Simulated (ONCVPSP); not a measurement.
**Reading a pseudo-wave (Ti (Z = 22))**

Columns: radius, all-electron u(r) and pseudo u(r) of the 3p shell (level -35.61 eV) of titanium in the configuration [Ne] 3s2 3p6 3d3 4s1; LDA (Perdew-Wang 92), scalar-relativistic, ONCV scheme, ONCVPSP 4.0.1.

```tsv
r (bohr)	all-electron	pseudo
0.100	-0.3965	0.0355
0.200	-0.5093	0.1361
0.300	-0.2567	0.2854
0.400	0.1179	0.4604
0.500	0.4671	0.6360
0.600	0.7328	0.7902
0.700	0.9049	0.9070
0.800	0.9955	0.9790
0.900	1.0225	1.0061
1.000	1.0047	0.9943
1.100	0.9574	0.9526
1.200	0.8925	0.8911
1.300	0.8186	0.8186
1.400	0.7416	0.7418
1.500	0.6654	0.6655
1.600	0.5925	0.5925
1.700	0.5244	0.5244
1.800	0.4619	0.4619
1.900	0.4052	0.4052
2.000	0.3542	0.3542
2.100	0.3088	0.3088
2.200	0.2686	0.2686
2.300	0.2332	0.2332
2.400	0.2021	0.2021
2.500	0.1749	0.1749
2.600	0.1511	0.1511
```

How many radial nodes do the two functions have?

The all-electron 3p function has n − l − 1 = 1; the pseudo-wave has 0, since the states of the same l below it are removed with the core.

At about which radius was the pseudo-wave matched?

1.65 bohr. The columns agree to 0.0005 from 1.30 bohr on; several derivatives are matched, so the curves merge somewhat inside the radius.

Is the pseudo-wave norm-conserving?

Yes: the ONCV scheme keeps the norm inside the radius equal to the all-electron one, which fixes the energy derivative of the logarithmic derivative at the level.
